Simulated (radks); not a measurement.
Values are calculated unless marked as measured or tabulated.
Question: Coherent X-ray form factor from a spherical all-electron density. Code: a radial shooting solver on a logarithmic mesh with Libxc functionals. Model: non-relativistic Kohn-Sham, exchange-only r2SCAN, spin-polarised, spherical densities, point nucleus; meta-GGA in the generalised Kohn-Sham scheme.

| sin(theta)/lambda (1/angstrom) | f0 (electrons) |
|---|---|
| 0.05 | 55.294 |
| 0.1 | 53.326 |
| 0.15 | 50.478 |
| 0.2 | 47.215 |
| 0.25 | 43.933 |
| 0.3 | 40.876 |
| 0.4 | 35.724 |
| 0.5 | 31.612 |
| 0.6 | 28.138 |
| 0.8 | 22.604 |
| 1 | 18.879 |
| 1.25 | 15.947 |
| 1.5 | 13.738 |
| 2 | 9.822 |

The species is in the configuration that NIST lists as its ground one. Which atom or ion scatters so?

Answer: The praseodymium ion Pr3+, [Xe] 4f2. Extrapolating in s^2 from the first two rows gives f0(0) = 56.0, near the electron count 56; among species with that count, the fall with angle is slower the higher Z, and the table is that of Z = 59; from so few rows the species is fixed only to a neighbour or two.
